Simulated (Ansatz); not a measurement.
Cost and result for the atomization energy of CH₄OSeSi, SMILES `OC1[SiH2][Se]1` (8 atoms, 8 bonds).

```xyz
8

O    -0.6345   -1.1548    1.0264
C     0.3142   -0.4596    0.3205
Si   -0.2314    0.7501   -0.9674
Se    0.6898    1.4975    0.9125
H    -0.2667   -1.4322    1.8717
H     1.2816   -0.9502    0.2294
H     0.5360    0.8456   -2.2306
H    -1.6890    0.9037   -1.1624
```

The species carries charge 0 and has multiplicity 1. Correlated methods include outer-core shells of Se, which these sets cover unevenly. Scalar relativity is left out up to krypton. The structure was optimised at the PBE0-D4/def2-TZVP level. It is one conformer, not always the lowest. Program: Ansatz. All runs use 4 threads of an Arm Neoverse V1 on a shared host. Times are those of one run each, without the atoms' runs, and a repeat can differ threefold. Electronic energies, without spin–orbit coupling; frozen cores. CCSD(T)/CBS adds CCSD(T) − MP2 in def2-TZVPP to the MP2 limit, and its time is that of the two runs behind it. T1 = 0.012. With those shells the extrapolation isn't a true limit. HSE06 is the plane-wave form, built on full-range PBE exchange.

CCSD(T)/CBS is a level of theory with its own doubt, some kJ/mol a heavy atom from the limit and from the frozen cores, so smaller differences don't rank the functionals.

```
                             level  functions  wall time
            LDA (SPW92)/def2-TZVPP        208      1.1 s
              revPBE-D4/def2-TZVPP        208      1.8 s
   PBE-D4/def2-TZVPP (with forces)        208      2.1 s
               HSE06-D4/def2-TZVPP        208      2.9 s
                  CCSD(T)/def2-SVP         98      3.9 s
r2SCAN-D4/def2-TZVPP (with forces)        208      4.2 s
             r2SCANh-D4/def2-TZVPP        208      4.5 s
               PBE-QIDH/def2-TZVPP        208      4.6 s
                ωB97X-V/def2-TZVPP        208        7 s
  ωB97M-V/def2-TZVPP (with forces)        208      9.5 s
                    MP2/def2-QZVPP        393       16 s
                CCSD(T)/def2-TZVPP        208       87 s
                 CCSD(T)/CBS(def2)          –      100 s
```

(1) What atomization energy does each give, and how far from CCSD(T)/CBS? (Best estimate.)

## Answers

(1) Ansatz gave: 
```
                             level  atomization (kJ/mol)  difference from CCSD(T)/CBS  per bond
            LDA (SPW92)/def2-TZVPP                3128.6                        444.5      55.6
              revPBE-D4/def2-TZVPP                2667.9                        -16.2      -2.0
   PBE-D4/def2-TZVPP (with forces)                2742.3                         58.2       7.3
               HSE06-D4/def2-TZVPP                2677.1                         -7.0      -0.9
                  CCSD(T)/def2-SVP                2465.4                       -218.7     -27.3
r2SCAN-D4/def2-TZVPP (with forces)                2691.8                          7.7       1.0
             r2SCANh-D4/def2-TZVPP                2667.1                        -17.0      -2.1
               PBE-QIDH/def2-TZVPP                2649.1                        -35.0      -4.4
                ωB97X-V/def2-TZVPP                2683.2                         -0.9      -0.1
  ωB97M-V/def2-TZVPP (with forces)                2670.8                        -13.3      -1.7
                    MP2/def2-QZVPP                2703.0                         18.9       2.4
                CCSD(T)/def2-TZVPP                2592.4                        -91.7     -11.5
                 CCSD(T)/CBS(def2)                2684.1                          0.0       0.0
```

From PBE to PBE0 (25 % exact exchange), in def2-TZVPP and without D4, the atomization energy moves by −64.5 kJ/mol: exact exchange takes away binding that semilocal exchange gives to molecules. At CCSD(T), def2-SVP lies −218.7 kJ/mol from the extrapolated value and def2-TZVPP −91.7 kJ/mol: correlation converges slowly with the basis, and small sets miss more of it in the bonded molecule than in its fragments. In def2-TZVPP, CCSD(T) changes the Hartree–Fock value by +785.1 kJ/mol (the triples alone add +56.3 kJ/mol) and MP2 by +842.0 kJ/mol; breaking electron pairs costs correlation energy, which Hartree–Fock lacks.

For some Ge, Se and Sn compounds the MP2-based and the directly extrapolated limit differ by 10 to 25 kJ/mol.
